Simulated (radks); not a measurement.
Spherical jellium clusters: N electrons in a uniform positive sphere of charge N and radius rs N^(1/3), rs = 4.58 bohr. Level of theory: non-relativistic Kohn-Sham, PBE, spin-polarised, spherical densities (a radial shooting solver with Libxc functionals). Levels are named by radial order and angular momentum (1s, 1p, 1d, 2s, ...), and open shells are averaged over m. Each electron was tried in the lowest free levels, single moves between levels near the top were tried too, and the lowest total energy was kept; such a search can miss a lower state. The series stops at N = 10: beyond it a trial failed or the search could not be trusted, so later rows were left out. Energies include the self-energy of the background; IP and EA are vertical (highest electron removed, lowest free level filled), at fixed background; spill-out counts the electrons outside the background radius R, and alpha is the static dipole polarisability from linear response (closed shells only). A dash means not computed or, for alpha, an open shell; in EA it means that no bound solution was reached, which is typical of self-interaction and does not show that the anion is unstable. Real open-shell clusters deform, which this model forbids.

N	open shells	2S	E(N+1) + E(N-1) - 2E(N) (eV)	-e(HOMO) (eV)	spill-out (e)
1	1s(up 1, down 0)	1	-	2.826	0.32
2	none	0	0.766	2.873	0.47
3	1p(up 1, down 0)	1	-0.577	2.074	0.74
4	1p(up 2, down 0)	2	-0.359	2.504	0.88
5	1p(up 3, down 0)	3	0.444	2.767	0.99
6	1p(up 3, down 1)	2	-0.386	2.422	1.12
7	1p(up 3, down 2)	1	-0.241	2.708	1.22
8	none	0	0.923	2.895	1.31
9	1d(up 1, down 0)	1	-0.241	2.035	1.46
10	1d(up 2, down 0)	2	-	2.257	1.58

All shells are closed at N = 2, 8 (there: 1s2 1p6); the second difference of the energy has clear peaks (12 % above both neighbours; the first and last values, which can be the largest, are not judged, and half-filled shells can peak too) at N = 5, 8.
